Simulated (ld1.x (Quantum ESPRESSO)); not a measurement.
Configuration tests for Sr (TM)

Sr, norm-conserving Troullier–Martins (Kleinman–Bylander form), made with ld1.x (Quantum ESPRESSO) 7.5 (LDA (PZ), scalar-relativistic). Core [Ar] 3d10, reference 4s2 4p6 4d0 5s0 5p0 (charge +2). Waves: 4s (bound): rc 1.70 bohr; 4d (bound, empty): rc 3.10 bohr; 4p (bound): rc 1.80 bohr. Local part: the p channel. Core correction: none.

Energies are relative to the spin-unpolarised reference configuration 4s2 4p6 4d0 5s0 5p0; without spin polarisation the order of configurations can differ from experiment. Spin-polarised rows fill each open shell by Hund’s rule, majority spin first.

(1) Give the all-electron excitation energy and the error of the potential for: 4s2 4p6 4d0 5s2 5p0; 4s2 4p6 4d0 5s1 5p0; 4s2 4p6 4d0 5s1.5 5p0; 4s2 4p6 4d0 5s1 5p1; 4s2 4p6 4d0 5s0 5p2; 4s1 4p6 4d0 5s2 5p0; 4s2 4p5 4d0 5s2 5p0; 4s2 4p6 4d0 5s1 5p0 (spin-polarised); 4s2 4p6 4d0 5s1.5 5p0 (spin-polarised).

Levels in the configuration 4s2 4p5 4d0 5s2 5p0:

```
level  all-electron (eV)  pseudo (eV)
   4s            -52.818      -52.605
   4p            -34.190      -33.997
   5s            -10.169      -10.219
```

Answers

(1)

| valence configuration | charge | ΔE all-electron (eV) | error AE − PS (meV) |
| --- | --- | --- | --- |
| 4s2 4p6 4d0 5s2 5p0 | 0 | -17.244 | +104 |
| 4s2 4p6 4d0 5s1 5p0 | +1 | -11.181 | +75 |
| 4s2 4p6 4d0 5s1.5 5p0 | +0.5 | -14.832 | +93 |
| 4s2 4p6 4d0 5s1 5p1 | 0 | -14.853 | +72 |
| 4s2 4p6 4d0 5s0 5p2 | 0 | -12.317 | +32 |
| 4s1 4p6 4d0 5s2 5p0 | +1 | 29.823 | +251 |
| 4s2 4p5 4d0 5s2 5p0 | +1 | 11.135 | +239 |
| 4s2 4p6 4d0 5s1 5p0 (spin-polarised) | +1 | -11.358 | +75 |
| 4s2 4p6 4d0 5s1.5 5p0 (spin-polarised) | +0.5 | -14.865 | +93 |
